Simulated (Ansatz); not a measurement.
`[OH][InH][CH2][SiH3]` + `[CH3][SnH2][SeH]` → `[CH3][InH][CH2][SiH3]` + `[OH][SnH2][SeH]`  (redistribution)

Gas-phase electronic energies from Ansatz, PBE0-D4/def2-TZVP geometries. CCSD(T)/CBS adds triple-zeta CCSD(T) − MP2 to the extrapolated MP2 energy (def2 sets, frozen cores). DFT in def2-TZVPP. def2 core potentials past Kr. For In, Se, Sn outer-core shells are correlated without core-valence functions, which leaves a few kJ/mol of doubt a bond. Scalar relativity is left out up to krypton. Each species was taken in one conformer, which may not be the lowest.

(1) Is it downhill or uphill in electronic energy at CCSD(T)/CBS, and by how much? (An estimate is asked.)

(2) What do these levels give: ωB97X-V, PBE, r2SCAN, SCS-MP2/def2-QZVPP, HF/CBS(def2), MP2/CBS(def2)? (Best estimate.)

Largest T1 diagnostic among the species: 0.015.

Answers

(1) Computed: Uphill: ΔE = +28.8 kJ/mol.

(2) The calculation gave: ωB97X-V 24.3, PBE 24.5, r2SCAN 24.8, SCS-MP2/def2-QZVPP 26.9, HF/CBS(def2) 20.7, MP2/CBS(def2) 29.4 kJ/mol.

In def2-TZVPP, CCSD(T) changes the Hartree–Fock value by +4.7 kJ/mol (the triples alone add +0.7 kJ/mol) and MP2 by +5.3 kJ/mol.
